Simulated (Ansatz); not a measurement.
Two members of one family (Series GeCl3X), computed with Ansatz in the gas phase; def2 core potentials for I, no spin–orbit coupling. Binding counts from free atoms in the multiplicity of their measured ground term, without zero-point energy. The structures are stationary points that may keep the symmetry of their start.

First: GeFCl3 (singlet, charge 0, PBE0-D4/def2-SVP geometry).

Cartesian coordinates in Å:
```
Ge 0.0436 0.0185 -0.0065
F 1.6081 0.6898 -0.2223
Cl 0.1958 -1.5474 1.4083
Cl -0.6156 -0.7136 -1.8779
Cl -1.2319 1.5527 0.6984
```

```csv
level,HOMO (eV),LUMO (eV),gap (eV),binding per atom (eV)
PBE-D4/def2-SVP,-8.13,-2.93,5.20,3.26
PBE-D4/def2-TZVP,-8.33,-3.17,5.17,3.26
r2SCAN-D4/def2-TZVP,-8.74,-2.94,5.80,3.22
PBE0-D4/def2-SVP,-9.69,-1.99,7.70,3.14
ωB97X-V/def2-TZVP,-12.26,0.08,12.35,3.20
```

Second: GeICl3 (singlet, charge 0, PBE0-D4/def2-SVP geometry).

```tsv
atom	x (Å)	y (Å)	z (Å)
Ge1	0.031	0.025	0.027
I2	-1.536	-1.272	-1.395
Cl3	0.620	-1.121	1.728
Cl4	-0.896	1.821	0.713
Cl5	1.782	0.547	-1.074
```

**Question.** Estimate how these quantities change from the first to the second (second minus first).

**Answer.** 
```json
{"level": "PBE-D4/def2-SVP", "Δ HOMO (eV)": "1.02", "Δ LUMO (eV)": "-0.53", "Δ gap (eV)": "-1.55", "Δ binding per atom (eV)": "-0.49"}
{"level": "PBE-D4/def2-TZVP", "Δ HOMO (eV)": "1.09", "Δ LUMO (eV)": "-0.45", "Δ gap (eV)": "-1.54", "Δ binding per atom (eV)": "-0.48"}
{"level": "r2SCAN-D4/def2-TZVP", "Δ HOMO (eV)": "1.16", "Δ LUMO (eV)": "-0.53", "Δ gap (eV)": "-1.70", "Δ binding per atom (eV)": "-0.48"}
{"level": "PBE0-D4/def2-SVP", "Δ HOMO (eV)": "1.32", "Δ LUMO (eV)": "-0.67", "Δ gap (eV)": "-1.99", "Δ binding per atom (eV)": "-0.45"}
{"level": "ωB97X-V/def2-TZVP", "Δ HOMO (eV)": "1.53", "Δ LUMO (eV)": "-0.77", "Δ gap (eV)": "-2.30", "Δ binding per atom (eV)": "-0.49"}
```
